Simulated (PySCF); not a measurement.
Species: C5H3FO.
InChI=1S/C5H3FO/c1-2-3-5(6)4-7/h1H3

The closed-shell ground state was solved at several levels (PySCF, density fitting, gas phase, non-relativistic). Isolated species at its GFN2-xTB geometry, gas phase. GFN2-xTB frequencies show an imaginary mode (38i cm⁻¹), so this geometry is no minimum at that level.

| level | basis functions | total energy (Eh) | HOMO (eV) | LUMO (eV) | gap (eV) | dipole (D) |
| --- | --- | --- | --- | --- | --- | --- |
| CAM-B3LYP/def2-SVPD | 170 | -366.8680 | -7.82 | -1.24 | 6.58 | 2.48 |
| B3LYP/pcJ-1 | 219 | -367.2919 | -6.28 | -2.56 | 3.72 | 2.48 |

(1) Estimate the row for PBE0/pcSseg-1, a basis of 134 functions; the other rows only guide the guess.

(2) Over all these levels, which gives the widest orbital gap and which the narrowest?

(3) How far do the dipole and the HOMO energy spread over the levels?

## Answers

(1) Total energy -366.8361 Eh, HOMO -6.48 eV, LUMO -2.35 eV, gap 4.13 eV, dipole 2.48 D.

(2) CAM-B3LYP/def2-SVPD (range-separated hybrid) has the widest, 6.58 eV, and B3LYP/pcJ-1 (global hybrid, 20 % exact exchange) the narrowest, 3.72 eV. Functional and basis both differ between the two, so the spread mixes both effects.

(3) The dipole runs from 2.48 to 2.48 D (mean 2.48 D) and the HOMO from -7.82 to -6.28 eV.
